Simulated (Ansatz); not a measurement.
Ga₃Sb₃H₁₂, a cluster cut from wurtzite GaSb (hydrogen-capped). Charge 0, multiplicity 1. Geometry PBE-D4/def2-SVP, basis def2-TZVP, Ansatz.

```tsv
run	HOMO (eV)	LUMO (eV)
A	-9.67	0.39
B	-6.65	-2.17
C	-6.40	-2.30
D	-7.00	-1.92
E	-7.37	-1.60
```

In the def2 sets Sb takes a core potential; there is no spin–orbit coupling. LC-ωPBE has ω = 0.4 bohr⁻¹.

Question: The runs used LC-ωPBE, PBE, PBE0, r2SCAN, r2SCANh. Estimate which is which.

Answer: A LC-ωPBE (range-separated); B r2SCAN (0 % exact exchange); C PBE (0 % exact exchange); D r2SCANh (10 % exact exchange); E PBE0 (25 % exact exchange). Exact exchange lowers occupied and raises empty levels; among semilocal functionals meta-GGAs tend to open the gap a little, and such runs are hard to tell apart. The gap grows from 4.10 eV (PBE) to 10.06 eV (LC-ωPBE).
